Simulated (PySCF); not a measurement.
**ReOBr₂ at several levels of theory**

All levels use the PBE0 minimum (doublet; Re–Br 2.368 Å (×2), Re–O 1.646 Å; Br–Re–Br 123.4°, Br–Re–O 118.3° (×2)), basis [Re def2-SVP with ECP60, O def2-SVP, Br def2-SVP], scalar-relativistic core potentials, density fitting, no spin–orbit coupling, PySCF. For vertical energies the ionised species is a triplet (spins chosen at PBE0 and kept) and the electron-attached one a singlet. Atomisation goes to high-spin ground-configuration atoms, without zero-point energy. Open shells are unrestricted, also as the reference of the correlated levels. A dash marks a value that was not computed or is not defined at that level.

```csv
level,atomisation (kJ/mol),vertical IP (eV),vertical EA (eV),−ε(HOMO) (eV),dipole (D)
PBE0,1213,8.82,1.83,7.01,0.74
HF,462,8.22,1.19,10.60,0.78
MP2,–,?,?,–,–
PBE,1364,8.51,1.63,5.49,0.79
r2SCAN,–,8.64,1.64,5.92,0.71
B3LYP,1210,8.85,1.79,6.71,0.83
TPSSh,1255,8.68,1.70,6.28,0.71
BP86,–,?,?,?,?
```

Problem. Fill in the row of MP2.

Solution. vertical IP (eV) 9.83, vertical EA (eV) 1.59.

Problem. Fill in the row of BP86.

Solution. vertical IP (eV) 8.67, vertical EA (eV) 1.76, −ε(HOMO) (eV) 5.63, dipole (D) 0.79.

Spin contamination in at least one species weakens the values at: HF, MP2.

Without diffuse functions attachment energies tend to come out too low.

Other spin states or occupations of the open shell can lie lower. Spin–orbit coupling, left out here, can matter for elements this heavy.
